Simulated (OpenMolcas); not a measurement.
# Ionisation energies of thallium

| Item | Value |
| --- | --- |
| Program | OpenMolcas |
| Basis | ANO-R2 [8s7p5d3f1g] |
| Scalar Hamiltonian | X2C, finite nucleus |
| Spin-orbit coupling | state interaction with AMFI integrals over the reference wave functions, term energies averaged over their components |

Active shells in each charge state: the valence s, p shells, with orbitals averaged over the low states. Where CASPT2's correlated closed shells are named, they are those of the first ion.

A. CASSCF
B. SS-CASPT2, IPEA 0.25 Eh, imaginary shift 0.1 Eh (closed shells correlated: 5d)
C. SS-CASPT2, IPEA 0 Eh, imaginary shift 0.1 Eh (closed shells correlated: 5d)
D. SS-CASPT2, IPEA 0.25 Eh, imaginary shift 0.1 Eh (closed shells correlated: 4f 5s 5p 5d)
E. SS-CASPT2, IPEA 0.25 Eh, imaginary shift 0.1 Eh (closed shells correlated: none)

Energies in eV between the lowest computed levels (charge -1 gives the electron affinity), named as in B; reference values from the NIST Atomic Spectra Database with their kind.

```csv
From,To,A,B,C,D,E,Spin-orbit share in B,Reference
Tl- 6s² 6p² ³P₀,Tl 6s² 6p ²P°_1/2,-0.437,-0.071,-0.017,-0.062,-0.190,+0.040,
Tl 6s² 6p ²P°_1/2,Tl+ 6s² ¹S₀,5.068,5.900,5.968,5.948,5.537,+0.569,6.108 (measured)
Tl+ 6s² ¹S₀,Tl2+ 6s ²S_1/2,19.099,20.180,20.183,20.305,19.150,+0.000,20.428 (measured)
Tl2+ 6s ²S_1/2,Tl3+ 5d¹⁰ ¹S₀,28.065,29.587,29.662,29.785,28.065,+0.000,29.852 (measured)
```

Error against the reference values, in %:

| From | Reference | A | B | C | D | E |
| --- | --- | --- | --- | --- | --- | --- |
| Tl | measured | -17.0 | -3.4 | -2.3 | -2.6 | -9.3 |
| Tl+ | measured | -6.5 | -1.2 | -1.2 | -0.6 | -6.3 |
| Tl2+ | measured | -6.0 | -0.9 | -0.6 | -0.2 | -6.0 |

Mean absolute error over the 3 measured values: A 1.39 eV, B 0.24 eV, C 0.19 eV, D 0.12 eV, E 1.21 eV. D lies closest.

No diffuse functions were added, so the electron affinity comes out too small, and without dynamic correlation a bound anion can come out unbound.

° marks odd parity.
